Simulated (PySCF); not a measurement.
## Deuteron quadrupole couplings in `CN(C)C(=O)N(C)C`

C5H12N2O.
SMILES with atom numbers: `[CH3:1][N:2]([CH3:3])[C:4](=[O:5])[N:6]([CH3:7])[CH3:8]` (hydrogens: H9, H10, H11 on C1; H12, H13, H14 on C3; H15, H16, H17 on C7; H18, H19, H20 on C8)

Cartesian coordinates in Å at the PBE0-D3(BJ)/def2-SVP level; atoms count from 1:
```xyz
20
C5H12N2O angstrom
C      2.2393   -0.8529   -0.7366
N      1.0314   -0.2137   -0.2790
C      1.2250    0.8702    0.6536
C     -0.1250   -0.9768   -0.2985
O     -0.1079   -2.1792   -0.4928
N     -1.3010   -0.2782   -0.0837
C     -2.4909   -1.0588    0.1424
C     -1.5233    1.0468   -0.6092
H      2.8022   -1.3206    0.0935
H      2.8947   -0.1114   -1.2217
H      1.9844   -1.6416   -1.4536
H      1.9905    0.5975    1.4035
H      1.5621    1.7959    0.1541
H      0.2953    1.0832    1.1940
H     -3.1591   -0.5299    0.8414
H     -3.0497   -1.2456   -0.7943
H     -2.2131   -2.0310    0.5653
H     -2.2870    1.0177   -1.4084
H     -1.8780    1.7498    0.1655
H     -0.6014    1.4457   -1.0484
```

Level: PBE0/pcSseg-1 (PySCF, non-relativistic); Q(2H) = 0.00286 b; rigid geometry, the same for H and D, with no vibrational averaging.

Problem. Tabulate Vzz, the asymmetry η and χzz = 234.96 MHz × Q × Vzz for every hydrogen position.

Solution. 
```json
{"atom": "H9", "bonded to": "C1", "bond length (Å)": "1.107", "Vzz (au)": "0.2770", "η": "0.07", "χzz (kHz)": "186"}
{"atom": "H10", "bonded to": "C1", "bond length (Å)": "1.102", "Vzz (au)": "0.2850", "η": "0.07", "χzz (kHz)": "192"}
{"atom": "H11", "bonded to": "C1", "bond length (Å)": "1.096", "Vzz (au)": "0.2897", "η": "0.08", "χzz (kHz)": "195"}
{"atom": "H12", "bonded to": "C3", "bond length (Å)": "1.106", "Vzz (au)": "0.2770", "η": "0.07", "χzz (kHz)": "186"}
{"atom": "H13", "bonded to": "C3", "bond length (Å)": "1.105", "Vzz (au)": "0.2808", "η": "0.05", "χzz (kHz)": "189"}
{"atom": "H14", "bonded to": "C3", "bond length (Å)": "1.096", "Vzz (au)": "0.2899", "η": "0.06", "χzz (kHz)": "195"}
{"atom": "H15", "bonded to": "C7", "bond length (Å)": "1.102", "Vzz (au)": "0.2849", "η": "0.07", "χzz (kHz)": "191"}
{"atom": "H16", "bonded to": "C7", "bond length (Å)": "1.107", "Vzz (au)": "0.2770", "η": "0.07", "χzz (kHz)": "186"}
{"atom": "H17", "bonded to": "C7", "bond length (Å)": "1.096", "Vzz (au)": "0.2895", "η": "0.08", "χzz (kHz)": "195"}
{"atom": "H18", "bonded to": "C8", "bond length (Å)": "1.106", "Vzz (au)": "0.2771", "η": "0.07", "χzz (kHz)": "186"}
{"atom": "H19", "bonded to": "C8", "bond length (Å)": "1.105", "Vzz (au)": "0.2807", "η": "0.05", "χzz (kHz)": "189"}
{"atom": "H20", "bonded to": "C8", "bond length (Å)": "1.096", "Vzz (au)": "0.2898", "η": "0.06", "χzz (kHz)": "195"}
```

Problem. How does χzz go with the bond length over the 12 C–H bonds?

Solution. A straight-line fit has a slope of -8.1 kHz for each 0.01 Å, with a correlation coefficient of -0.98, over lengths from 1.096 to 1.107 Å. The longer bonds have the smaller couplings here.

Problem. A static deuteron (I = 1) shows a doublet split by (3/2)χ, (3/4)χ(1 + η) and (3/4)χ(1 − η) with the field along z, y and x of the gradient. What are these for H11?

Solution. With |χ| = 194.7 kHz and η = 0.080: 292, 158 and 134 kHz, to first order and without motion.

One conformer (not necessarily the lowest) at the PBE0-D3(BJ)/def2-SVP geometry, without solvent, vibrations or thermal averaging. The basis is small and wasn't made for field gradients, so the couplings can be 20 % off.
